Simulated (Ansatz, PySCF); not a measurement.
Si(H)(Et)(OH)2 (C₂H₈O₂Si), SMILES CC[SiH](O)O. Atoms are numbered in the order given.

```xyz
13

Si     0.4153     0.1890     0.1993
O      0.3832     1.2839    -1.0576
O      1.7478    -0.8059     0.1493
C     -1.0675    -0.9119     0.0029
C     -2.3964    -0.1626    -0.0306
H      0.4253     0.9668     1.4825
H      0.8168     2.1297    -0.9216
H      2.6049    -0.4145     0.3356
H     -0.9141    -1.4818    -0.9304
H     -1.0485    -1.6589     0.8149
H     -3.2477    -0.8448    -0.1791
H     -2.4113     0.5760    -0.8465
H     -2.5771     0.3850     0.9087
```
Charge 0, spin multiplicity 1.

Geometry optimised at PBE0-D3(BJ)/def2-SVP. One conformer was computed; it need not be the lowest.

Two levels are set side by side: PBE-D3(BJ)/def2-SVP (Ansatz, a program for electronic structure) and PBE0-D3(BJ)/def2-SVP (Ansatz). Each level has its own optimised geometry; the coordinates shown are those of the second. Frequencies come from the Hessian of PySCF at each geometry. Differences are taken from unrounded values.

```
quantity                            PBE0-D3(BJ)  PBE-D3(BJ)  PBE-D3(BJ) minus PBE0-D3(BJ)
----------------------------------  -----------  ----------  ----------------------------
mean bond length (Å)                      1.304       1.315                         0.011
bond Si1–O2 (Å)                           1.667       1.685                         0.018
bond Si1–O3 (Å)                           1.664       1.682                         0.018
bond Si1–C4 (Å)                           1.857       1.869                         0.012
bond C4–C5 (Å)                            1.526       1.535                         0.009
bond Si1–H6 (Å)                           1.501       1.513                         0.012
bond O2–H7 (Å)                            0.960       0.972                         0.011
bond O3–H8 (Å)                            0.961       0.972                         0.011
bond C4–H9 (Å)                            1.104       1.112                         0.008
bond C4–H10 (Å)                           1.103       1.112                         0.008
bond C5–H11 (Å)                           1.101       1.109                         0.008
bond C5–H12 (Å)                           1.101       1.109                         0.008
bond C5–H13 (Å)                           1.102       1.110                         0.008
highest harmonic wavenumber (cm⁻¹)         3952        3780                          -172
mean harmonic wavenumber (cm⁻¹)            1365        1321                           -44
zero-point energy (kcal/mol)              64.40       62.31                         -2.09
```

GGA bonds tend to be longer and softer than those of functionals with exact exchange. Differences between two approximate levels are no errors against the true value.
